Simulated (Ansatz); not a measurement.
Cost and result for the atomization energy of `F/C=[CH]/[AlH2]` (8 atoms, 7 bonds).

```xyz
8

F     0.050   -0.760    2.471
C     0.312   -0.277    1.252
C    -0.562   -0.293    0.254
Al   -0.023    0.446   -1.442
H     1.323    0.120    1.208
H    -1.535   -0.730    0.471
H     1.449    1.032   -1.536
H    -1.013    0.462   -2.678
```

The species carries charge 0 and has multiplicity 1. All single points use the PBE0-D4/def2-TZVP geometry. Program: Ansatz. All runs use 2 threads of an Arm Neoverse N1 on a shared host. Times are those of one run each, without the atoms' runs, and a repeat can differ threefold. Electronic energies, without spin–orbit coupling; frozen cores. CCSD(T)/CBS adds CCSD(T) − MP2 in def2-TZVPP to the MP2 limit, and its time is that of the two runs behind it. T1 = 0.012. B3LYP takes the VWN-RPA correlation (the form of Gaussian; ORCA's B3LYP/G). HSE06 is the plane-wave form, built on full-range PBE exchange.

CCSD(T)/CBS is a level of theory with its own doubt, some kJ/mol a heavy atom from the limit and from the frozen cores, so smaller differences don't rank the functionals.

```csv
level,functions,atomization (kcal/mol),difference from CCSD(T)/CBS,per bond
CAM-B3LYP-D4/def2-TZVPP,191,683.1,3.8,0.5
MP2/def2-QZVPP,361,685.2,5.9,0.8
ωB97M-V/def2-TZVPP (with forces),191,681.8,2.5,0.4
ωB97X-V/def2-TZVPP,191,681.3,2.0,0.3
HSE06-D4/def2-TZVPP,191,680.5,1.2,0.2
PBE0-D4/def2-TZVPP,191,679.9,0.6,0.1
CCSD(T)/CBS(def2),–,679.3,0.0,0.0
BHLYP-D4/def2-TZVPP,191,658.0,-21.3,-3.0
CCSD(T)/def2-TZVPP,191,662.3,-17.0,-2.4
B2PLYP/def2-TZVPP,191,673.2,-6.1,-0.9
CCSD(T)/def2-SVP,80,647.5,-31.8,-4.5
LDA (SPW92)/def2-TZVPP,191,778.9,99.6,14.2
B3LYP-D4/def2-TZVPP (with forces),191,679.5,0.2,0.0
```

**Question.** Order the runs by time, with rough figures. (An estimate is asked.)

**Answer.** The calculation gave: LDA (SPW92)/def2-TZVPP 1.8 s; CCSD(T)/def2-SVP 3.4 s; PBE0-D4/def2-TZVPP 4.3 s; HSE06-D4/def2-TZVPP 4.4 s; BHLYP-D4/def2-TZVPP 4.4 s; CAM-B3LYP-D4/def2-TZVPP 5 s; B3LYP-D4/def2-TZVPP (with forces) 6 s; B2PLYP/def2-TZVPP 8 s; ωB97X-V/def2-TZVPP 13 s; ωB97M-V/def2-TZVPP (with forces) 17 s; MP2/def2-QZVPP 25 s; CCSD(T)/def2-TZVPP 79 s; CCSD(T)/CBS(def2) 100 s.

The D4 term adds +4.7 kcal/mol with B3LYP and +2.4 kcal/mol with PBE0; it sums over pairs of atoms, weighted by their polarisabilities, and B3LYP, whose exchange is more repulsive, gets the larger term. From r2SCAN to r2SCAN0 (25 % exact exchange), in def2-TZVPP and without D4, the atomization energy moves by −13.0 kcal/mol: exact exchange takes away binding that semilocal exchange gives to molecules. In def2-TZVPP, CCSD(T) changes the Hartree–Fock value by +163.3 kcal/mol (the triples alone add +10.8 kcal/mol) and MP2 by +176.0 kcal/mol; breaking electron pairs costs correlation energy, which Hartree–Fock lacks.
